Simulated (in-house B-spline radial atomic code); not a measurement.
Relativistic effects in Pd29+, [Ne] 3s2 3p5: non-relativistic Hartree-Fock (point nucleus) against Dirac-Hartree-Fock (Fermi nucleus of rms radius 4.5318 fm), both averages of the configuration, computed with an all-electron radial atomic-structure program (B-spline basis).

| orbital | ε NR (Eh) | ε Dirac (Eh) | <r> NR (bohr) | <r> Dirac (bohr) | change of <r> (%) |
| --- | --- | --- | --- | --- | --- |
| 1s1/2 | -926.21 | ? | 0.0331 | ? | ? |
| 2s1/2 | -179.19 | -186.02 | 0.1417 | 0.1361 | -4.0 |
| 2p1/2 | -170.14 | -176.23 | 0.1213 | 0.1158 | -4.6 |
| 2p3/2 | -170.14 | -170.23 | 0.1213 | 0.1205 | -0.7 |
| 3s1/2 | -66.206 | -68.066 | 0.3509 | 0.3409 | -2.8 |
| 3p1/2 | -62.744 | -64.377 | 0.3375 | 0.3276 | -2.9 |
| 3p3/2 | -62.744 | ? | 0.3375 | ? | ? |

(1) What happens to 1s1/2?

(2) What happens to 3p3/2?

(3) What explains the pattern of contraction and expansion?

(4) By how much does the total energy change?

Answers

(1) Its energy goes to -953.21 hartree and <r> to 0.03184 bohr (-3.79 %).

(2) Its energy goes to -62.999 hartree and <r> to 0.335 bohr (-0.71 %).

(3) The s and p1/2 orbitals contract directly, as their density near the nucleus moves at relativistic speed. Nothing expands appreciably in this ion.

(4) By -105.69 hartree, from -4341.470 to -4447.160.
